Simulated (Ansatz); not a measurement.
Reaction (isomerisation): `NC[CH2][GeH3]` → `C[N](C)[GeH3]`

Computed with Ansatz on PBE0-D4/def2-TZVP structures; ΔE is electronic, products minus reactants. CBS: MP2 limit from def2 TZ/QZ plus the TZ coupled-cluster correction, frozen cores. For Ge outer-core shells are correlated without core-valence functions, which leaves a few kJ/mol of doubt a bond. Scalar relativity is left out up to krypton. One conformer a species, not always the lowest.

```tsv
species	CCSD(T)/def2-TZVPP energy (Eh)
`NC[CH2][GeH3]`	-2211.74242
`C[N](C)[GeH3]`	-2211.73607
```

Problem. Work out ΔE.

Solution. ΔE = (-2211.73607) − (-2211.74242) = 0.00635 Eh = +16.7 kJ/mol. CCSD(T)/CBS gives +19.5 kJ/mol.

Largest T1 diagnostic among the species: 0.011.

The D4 term adds −3.7 kJ/mol with B3LYP and −1.9 kJ/mol with PBE0; it sums over pairs of atoms, weighted by their polarisabilities, and B3LYP, whose exchange is more repulsive, gets the larger term. In def2-TZVPP, CCSD(T) changes the Hartree–Fock value by +4.7 kJ/mol (the triples alone add −0.6 kJ/mol) and MP2 by +3.8 kJ/mol.

B3LYP here is the variant with VWN-RPA as its local correlation; programs differ in this.
